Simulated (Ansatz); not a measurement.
Ideal-gas functions of Br$_{2}$H$_{2}$Sn (`[Br][SnH2][Br]`) at 500 K and 1 bar, from an Ansatz frequency run at PBE0-D4/def2-TZVP.

Molar mass 280.53 g/mol, point group C2v (symmetry number 2), electronic degeneracy 1, moments of inertia 155.229, 636.615, 783.377 u Å². Harmonic wavenumbers (cm⁻¹, unscaled): 76, 256, 270, 400, 503, 625, 673, 1974, 1989.

Use S(trans) = R[1.5 ln M + 2.5 ln T − 1.1517]; rotational temperatures θ = 24.2544 K / I; S(rot) = R[ln(√π/σ · √(T³/θAθBθC)) + 1.5]; for each mode x = 1.438777 ν̃/T, S = R[x/(eˣ − 1) − ln(1 − e⁻ˣ)] and H = RT x/(eˣ − 1); 1 cm⁻¹ = 0.0119627 kJ/mol; R = 8.31446 J/(mol·K).

Task: By hand: the entropy, in J/(mol·K).

Result: Translation 189.9. Rotation: θ = 0.1562, 0.0381, 0.031 K, giving 124.7. Vibration, mode by mode: 20.97, 11.04, 10.62, 7.59, 5.93, 4.47, 4.01, 0.19, 0.18, in all 65.0. Electronic 0.0. Sum 379.6 J/(mol·K).

Task: By hand: H − E and G − E in kJ/mol, counted from the electronic energy.

Result: Zero-point energy ½ × 6766 × 0.0119627 = 40.5; thermal vibration 16.3; translation, rotation and pV give 4 RT = 16.6. H − E = 73.4 kJ/mol, and G − E = 73.4 − 500 × 379.6/1000 = -116.4 kJ/mol.

Vibration gives 17 % of the entropy, 21.0 J/(mol·K) of it from the mode under 150 cm⁻¹: soft modes count most, and the harmonic formula is weakest for them.
